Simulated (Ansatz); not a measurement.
Basis-set extrapolation for CH₈BFSi₂, SMILES `FB([SiH3])C[SiH3]` (PBE0-D4/def2-TZVP geometry, frozen core, Ansatz 0.2.0). Multiplicity 1, RHF reference.

```json
{"": "HF", "def2-TZVPP": "-744.656048", "def2-QZVPP": "-744.681445"}
{"": "MP2 correlation", "def2-TZVPP": "-0.775462", "def2-QZVPP": "-0.835136"}
{"": "CCSD(T) correlation", "def2-TZVPP": "-0.867672", "def2-QZVPP": "not run"}
```

Energies in hartree. Use E(X) = E(∞) + A·exp(−7.88·√X) for Hartree–Fock and E(X) = E(∞) + B·X^(−2.97) for correlation, with X = 3 and 4, and add CCSD(T) minus MP2 of the smaller set to the MP2 limit.

Q: What is the CCSD(T) energy at the basis-set limit?

A: HF limit: -744.681445 + (-0.025397) × 0.13774 = -744.68494. MP2 limit: -0.835136 + (-0.059674) × 0.74074 = -0.87934. Higher-order term: -0.867672 − (-0.775462) = -0.09221. Total: -745.65649 hartree, 3.61 eV below CCSD(T)/def2-TZVPP.
